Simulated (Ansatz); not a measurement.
CH7BOSi2 can be A, `OB[SiH]1C[SiH2]1`, or B, `[SiH3]B1C[SiH2]O1`.

Computed with Ansatz on PBE0-D4/def2-TZVP structures; ΔE is electronic, products minus reactants. CCSD(T)/CBS is the MP2 limit (def2-TZVPP, def2-QZVPP) plus CCSD(T) − MP2 in def2-TZVPP, frozen cores. Functionals use def2-TZVPP. B3LYP here is the variant with VWN-RPA as its local correlation; programs differ in this. One conformer a species, not always the lowest.

A:

Z-matrix (Å, degrees):
```
Si
B 1 1.998
Si 1 2.267 2 116.7
C 1 1.910 2 117.8 3 59.9
H 1 1.484 2 119.5 3 -151.3
O 2 1.354 1 117.5 3 -50.9
H 2 1.204 1 122.5 3 126.1
H 3 1.482 1 121.6 2 -153.1
H 3 1.482 1 121.5 2 3.6
H 4 1.087 1 116.8 2 144.0
H 4 1.088 1 115.2 2 9.6
H 6 0.961 2 113.7 1 176.1
```

B:

```xyz
12

Si    1.1952    1.3362    1.3334
B     0.1362    0.2681   -0.0234
C    -0.5736   -1.1692    0.1120
Si   -0.9931   -0.7364   -1.6431
O    -0.1161    0.6848   -1.3086
H     2.3515    0.5251    1.8119
H     1.7102    2.6295    0.8086
H     0.3371    1.6157    2.5209
H     0.1052   -2.0049    0.2892
H    -1.3856   -1.2186    0.8392
H    -2.4022   -0.4251   -1.9926
H    -0.3648   -1.5051   -2.7475
```

**Question.** Which is lower in electronic energy at CCSD(T)/CBS, and by how much? (Best estimate.)

**Answer.** The calculation gave: B, by 36.8 kcal/mol.

**Question.** Give E(B) − E(A) in kcal/mol with B3LYP-D4, PBE-D4, r2SCAN-D4, CCSD/def2-TZVPP, MP2/def2-TZVPP, ωB97M-V, B3LYP. (An estimate is asked.)

**Answer.** The calculation gave: B3LYP-D4 -35.9, PBE-D4 -30.2, r2SCAN-D4 -33.9, CCSD/def2-TZVPP -38.3, MP2/def2-TZVPP -38.0, ωB97M-V -37.4, B3LYP -35.8. None reverses the order clearly.

Largest T1 diagnostic: 0.015.

From PBE to PBE0 (25 % exact exchange), in def2-TZVPP and without D4, E(B) − E(A) moves by −2.9 kcal/mol. In def2-TZVPP, CCSD(T) changes the Hartree–Fock value by +7.1 kcal/mol (the triples alone add +1.3 kcal/mol) and MP2 by +6.1 kcal/mol.
